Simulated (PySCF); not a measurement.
A PySCF script (with the pyscf-properties extension) for the NMR shieldings of `CC/N=[CH]\[AlH2-][S+](C)C`, C5H14AlNS, on a GFN2-xTB geometry:

```python
import basis_set_exchange as bse
import numpy as np
from pyscf import gto, dft
from pyscf.prop import nmr

atoms = """
C     3.688518    0.168262    0.334565
C     2.642137    0.263180   -0.767796
N     1.920753    1.478874   -0.667392
C     0.689921    1.407011   -0.335877
Al   -0.074268   -0.436579    0.007803
S    -2.215146    0.275417    1.040731
C    -2.775969   -1.444192    1.059512
C    -2.888167    0.836034   -0.547172
H     3.192030    0.134911    1.302755
H     4.334956    1.041401    0.301031
H     4.289726   -0.728827    0.211898
H     3.127552    0.227355   -1.747809
H     1.937555   -0.612122   -0.687237
H     0.238276    2.408200   -0.266551
H     0.303778   -1.311060    1.259280
H    -0.727363   -1.237834   -1.193783
H    -2.597230   -1.819020    2.062111
H    -2.208792   -2.031531    0.337224
H    -3.838183   -1.473957    0.837614
H    -3.949592    0.610672   -0.581010
H    -2.738504    1.910305   -0.589282
H    -2.362398    0.352887   -1.371464
"""
names = dict.fromkeys(["C", "N", "Al", "S", "H"], "pcSseg-1")
basis = {el: gto.basis.parse(bse.get_basis(n, elements=[el], fmt="nwchem")) for el, n in names.items()}
mol = gto.M(atom=atoms, basis=basis, charge=0, verbose=0)
mf = dft.RKS(mol, xc="PBE0")
mf.grids.level = 2
mf.grids.alignment = dft.numint.BLKSIZE   # the property module wants whole blocks of grid points
mf.conv_tol = 1e-9
mf.kernel()

calc = nmr.RKS(mf)   # GIAO
C = mf.mo_coeff
Co = C[:, mf.mo_occ > 0]
resp = mf.gen_response(singlet=True, hermi=2)
def vind(x):   # induced exchange potential for any number of trial vectors
    d = np.einsum("pi,xij,qj->xpq", C, 2 * x.reshape(-1, C.shape[1], Co.shape[1]), Co, optimize=True)
    return np.einsum("xpq,pi,qj->xij", resp(d - d.transpose(0, 2, 1)), C, Co, optimize=True).ravel()
mo1, _ = nmr.rhf.solve_mo1(calc, with_cphf=vind)
sigma = calc.kernel(mo1)
for i, s in enumerate(sigma):   # ppm
    w = np.linalg.eigvalsh((s + s.T) / 2)
    print("%2d %-2s iso %8.1f  s11 %8.1f  s22 %8.1f  s33 %8.1f" % (i, mol.atom_pure_symbol(i), w.mean(), *w))
```

**Question.** What does it print?

**Answer.** 
```
 0 C  iso    167.0  s11    153.1  s22    164.3  s33    183.6
 1 C  iso    111.6  s11     75.7  s22    109.2  s33    149.8
 2 N  iso   -220.1  s11   -690.7  s22   -191.5  s33    221.8
 3 C  iso    -14.9  s11   -135.0  s22     -8.3  s33     98.6
 4 Al iso    404.0  s11    349.4  s22    413.3  s33    449.3
 5 S  iso    625.3  s11    459.1  s22    638.2  s33    778.7
 6 C  iso    159.8  s11    141.9  s22    150.9  s33    186.7
 7 C  iso    159.1  s11    143.5  s22    146.3  s33    187.5
 8 H  iso     30.7  s11     26.5  s22     30.3  s33     35.4
 9 H  iso     29.8  s11     26.4  s22     27.5  s33     35.5
10 H  iso     30.6  s11     27.2  s22     27.7  s33     36.8
11 H  iso     26.8  s11     24.8  s22     26.0  s33     29.5
12 H  iso     29.3  s11     26.9  s22     28.2  s33     32.7
13 H  iso     23.0  s11     19.3  s22     22.1  s33     27.5
14 H  iso     27.0  s11     22.6  s22     27.4  s33     30.8
15 H  iso     27.2  s11     23.4  s22     28.3  s33     29.8
16 H  iso     29.4  s11     24.8  s22     25.7  s33     37.5
17 H  iso     28.5  s11     22.7  s22     28.7  s33     34.0
18 H  iso     29.9  s11     24.6  s22     27.4  s33     37.6
19 H  iso     29.6  s11     24.5  s22     27.1  s33     37.4
20 H  iso     29.2  s11     24.7  s22     25.8  s33     37.1
21 H  iso     28.6  s11     23.1  s22     28.6  s33     34.2
```

These numbers come from an equivalent density-fitted implementation of the same equations, which agrees with the script to about 0.01 ppm for H and up to a few tenths of a ppm for heavy atoms, so last digits may differ.

Size and cost of the density-fitted run: 220 basis functions, 44 s wall time on 1 thread of an Arm Neoverse V2, shared host; peak memory 0.99 GiB.
